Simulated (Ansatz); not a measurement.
Ansatz (an electronic-structure program) input (RPA@PBE/cc-pV(Q+d)Z):
A basis named .json is the Basis Set Exchange file of that set.

Ansatz 0.2 input:
```yaml
crystal:
  periodic: [false, false, false]
  atoms:
    - {symbol: O, position_ang: [-1.92322620, -1.18393276, -0.01810053]}
    - {symbol: B, position_ang: [-0.86423549, -0.29074336, -0.20027400]}
    - {symbol: O, position_ang: [-1.08109761, 0.71905655, -1.11277586]}
    - {symbol: O, position_ang: [0.27677929, -0.45631952, 0.50167753]}
    - {symbol: Si, position_ang: [1.66631883, 0.63865836, 0.32396601]}
    - {symbol: H, position_ang: [-1.63709709, -1.82770271, 0.63752375]}
    - {symbol: H, position_ang: [-0.26018601, 1.25588958, -1.13012043]}
    - {symbol: H, position_ang: [1.94540824, 0.88004436, 1.81614504]}
    - {symbol: H, position_ang: [2.76494488, -0.42616566, 0.17588842]}
basis:
  gaussian:
    orbitals: cc-pV_Q+d_Z.json
hamiltonian:
  xc: pbe
total_charge: -1
magnetization: {spin_polarized: false}
correlation: {method: rpa, electrons: outside_noble_gas}
```

End of the output:

```
integrals: 2.02 GiB planned
2451 factors; integrals over basis functions are off by at most 7.2e-4 eV
0.57 GiB of the device are held for the grids
3.05 GiB of device memory are held for the factors and their scratch space
mean field: 3.93 GiB planned
mean field evaluation 1: about -14752.5069 eV, gradient 5.4e1 eV
mean field evaluation 2: about -14752.5032 eV, gradient 5.4e1 eV
mean field evaluation 4: about -14757.4789 eV, gradient 1.0e1 eV
mean field evaluation 8: about -14757.7709 eV, gradient 6.5e-1 eV
mean field evaluation 16: about -14757.7711 eV, gradient 9.2e-5 eV
mean field -14757.77109112 eV, -542.3380844222 hartree, gradient 2.8e-6 eV, S^2 0.000000; 0 other end points of the search recorded, 0 dependent functions left out
9 core orbitals not correlated
reference -14715.86514605 eV, -540.7980693456 hartree; 15, 15 occupied and 380, 380 virtual orbitals, 2451 factors
Total energy: -14760.34279496 eV, -542.4325927952 hartree
```

It need not be the lowest isomer of its formula. Whether it binds its extra electron was not tested at this geometry.
